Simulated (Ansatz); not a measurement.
Start from `[OH][Ge]([OH])([OH])[OH]` and change one atom or group to get `[OH][GeH]([OH])[OH]`.

Ansatz, PBE0-D4/def2-TZVP geometries, multiplicity 1. Each molecule was computed in one conformer, which needn't be the lowest.

Scalar relativity is left out up to krypton.

```json
{"property": "LUMO energy (ωB97M-V/def2-TZVPP) / eV", "`[OH][Ge]([OH])([OH])[OH]`": "1.39"}
{"property": "LUMO energy (PBE0/def2-TZVPP) / eV", "`[OH][Ge]([OH])([OH])[OH]`": "-0.28"}
{"property": "HOMO energy (PBE0/def2-TZVPP) / eV", "`[OH][Ge]([OH])([OH])[OH]`": "-9.22"}
{"property": "HOMO–LUMO gap (ωB97M-V/def2-TZVPP) / eV", "`[OH][Ge]([OH])([OH])[OH]`": "13.09"}
{"property": "LUMO energy (B3LYP/def2-TZVPP) / eV", "`[OH][Ge]([OH])([OH])[OH]`": "-0.68"}
{"property": "size of the dipole moment (B3LYP/def2-TZVPP) / D", "`[OH][Ge]([OH])([OH])[OH]`": "0.00"}
```

(1) What does the change do to each property? (Estimate.)

## Answers

(1) Computed: 
```csv
property,`[OH][GeH]([OH])[OH]`,shift
LUMO energy (ωB97M-V/def2-TZVPP) / eV,1.84,0.45
LUMO energy (PBE0/def2-TZVPP) / eV,0.23,0.51
HOMO energy (PBE0/def2-TZVPP) / eV,-8.92,0.30
HOMO–LUMO gap (ωB97M-V/def2-TZVPP) / eV,13.19,0.10
LUMO energy (B3LYP/def2-TZVPP) / eV,-0.17,0.51
size of the dipole moment (B3LYP/def2-TZVPP) / D,1.42,1.42
```

With PBE0 the HOMO rises by 0.30 eV and the LUMO rises by 0.51 eV, so the gap widens by about 0.21 eV. PBE moves the HOMO by 0.22 eV and ωB97M-V by 0.35 eV. The zero-point energy changes by -16.9 kJ/mol with -3 modes.

B3LYP here is the variant with VWN-RPA as its local correlation; programs differ in this.
